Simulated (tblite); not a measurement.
C6H7F2N.
Atom-mapped SMILES: `[CH3:1][n:2]1[cH:3][cH:4][c:5]([CH:6]([F:7])[F:8])[cH:9]1` (hydrogens: H10, H11, H12 on C1; H13 on C3; H14 on C4; H15 on C6; H16 on C9)

Computed with GFN2-xTB (tblite), gas phase: Langevin dynamics at 200 K from the optimised GFN2-xTB geometry, time step 0.5 fs, friction 0.01 fs⁻¹, 2000 steps.

Start geometry:
```
atom  x, y, z in Å
C1     -2.425   -0.124   -0.641
N2     -1.108    0.060   -0.102
C3     -0.796    0.830    0.972
C4      0.557    0.794    1.165
C5      1.088   -0.036    0.154
C6      2.517   -0.386   -0.043
F7      2.725   -1.733    0.025
F8      2.965   -0.022   -1.280
C9      0.028   -0.468   -0.610
H10    -3.161   -0.098    0.163
H11    -2.485   -1.087   -1.146
H12    -2.667    0.663   -1.361
H13    -1.556    1.344    1.527
H14     1.111    1.295    1.934
H15     3.176    0.087    0.700
H16     0.023   -1.111   -1.467
```

The statistics below take the 31 frames saved every 25 fs from 250 to 1000 fs; their kinetic temperature (all 3N coordinates) averages 197 K.

Question: Give the mean, spread and extremes of the bond lengths.

Answer: 
| bond | start (Å) | mean (Å) | standard deviation (Å) | shortest (Å) | longest (Å) |
| --- | --- | --- | --- | --- | --- |
| C1–N2 | 1.436 | 1.444 | 0.026 | 1.396 | 1.512 |
| N2–C3 | 1.358 | 1.358 | 0.020 | 1.326 | 1.401 |
| C3–C4 | 1.367 | 1.366 | 0.013 | 1.332 | 1.392 |
| C4–C5 | 1.412 | 1.408 | 0.014 | 1.385 | 1.449 |
| C5–C6 | 1.484 | 1.483 | 0.023 | 1.439 | 1.536 |
| C6–F7 | 1.365 | 1.363 | 0.029 | 1.282 | 1.430 |
| C6–F8 | 1.365 | 1.372 | 0.036 | 1.292 | 1.437 |
| C5–C9 | 1.376 | 1.380 | 0.014 | 1.363 | 1.420 |
| N2–C9 | 1.351 | 1.355 | 0.020 | 1.303 | 1.400 |
| C1–H10 | 1.090 | 1.092 | 0.029 | 1.036 | 1.180 |
| C1–H11 | 1.089 | 1.092 | 0.025 | 1.029 | 1.133 |
| C1–H12 | 1.094 | 1.098 | 0.034 | 1.026 | 1.171 |
| C3–H13 | 1.072 | 1.075 | 0.022 | 1.038 | 1.147 |
| C4–H14 | 1.071 | 1.075 | 0.024 | 1.026 | 1.121 |
| C6–H15 | 1.101 | 1.106 | 0.018 | 1.069 | 1.140 |
| C9–H16 | 1.072 | 1.075 | 0.023 | 1.026 | 1.127 |

Question: Give the same statistics for bond angles, one of each kind among heavy atoms.

Answer: 
```json
{"angle": "C1–N2–C3", "start (°)": "125.5", "mean (°)": "125.4", "standard deviation (°)": "2.8", "smallest (°)": "119.2", "largest (°)": "131.1"}
{"angle": "C1–N2–C9", "start (°)": "125.5", "mean (°)": "125.1", "standard deviation (°)": "2.3", "smallest (°)": "120.4", "largest (°)": "131.0"}
{"angle": "C3–N2–C9", "start (°)": "109.0", "mean (°)": "109.1", "standard deviation (°)": "1.7", "smallest (°)": "106.3", "largest (°)": "112.5"}
{"angle": "N2–C3–C4", "start (°)": "108.9", "mean (°)": "108.6", "standard deviation (°)": "1.6", "smallest (°)": "104.3", "largest (°)": "111.7"}
{"angle": "C3–C4–C5", "start (°)": "106.7", "mean (°)": "107.0", "standard deviation (°)": "1.3", "smallest (°)": "104.3", "largest (°)": "109.5"}
{"angle": "C4–C5–C6", "start (°)": "126.6", "mean (°)": "125.8", "standard deviation (°)": "3.0", "smallest (°)": "120.9", "largest (°)": "132.0"}
{"angle": "C4–C5–C9", "start (°)": "107.0", "mean (°)": "106.9", "standard deviation (°)": "1.3", "smallest (°)": "103.7", "largest (°)": "110.3"}
{"angle": "C6–C5–C9", "start (°)": "126.5", "mean (°)": "127.0", "standard deviation (°)": "2.9", "smallest (°)": "120.5", "largest (°)": "131.8"}
{"angle": "C5–C6–F7", "start (°)": "111.9", "mean (°)": "112.9", "standard deviation (°)": "2.1", "smallest (°)": "108.7", "largest (°)": "117.4"}
{"angle": "F7–C6–F8", "start (°)": "105.0", "mean (°)": "105.1", "standard deviation (°)": "2.9", "smallest (°)": "100.3", "largest (°)": "110.4"}
{"angle": "N2–C9–C5", "start (°)": "108.5", "mean (°)": "108.1", "standard deviation (°)": "1.5", "smallest (°)": "105.2", "largest (°)": "111.7"}
```

Question: How far does each atom move about its mean position (frames aligned on the start, all atoms weighted alike), and what rms force does it feel?

Answer: 
```csv
atom,rms displacement (Å),rms force (eV/Å)
C1,0.05,1.78
N2,0.07,1.64
C3,0.09,1.46
C4,0.08,1.31
C5,0.08,1.20
C6,0.05,1.58
F7,0.18,0.89
F8,0.18,1.10
C9,0.11,1.48
H10,0.73,1.03
H11,0.74,0.92
H12,0.76,1.07
H13,0.17,0.79
H14,0.15,0.90
H15,0.14,0.65
H16,0.21,0.87
```

The displacements run from 0.05 to 0.76 Å, the largest at H12.

The run is classical and short, so these are rough statistics of one trajectory.

The cost below is that of the whole dynamics run. Hardware: an Arm Neoverse N1 with one thread, on a shared host. Cost: 18 s, 0.19 GiB resident at most.
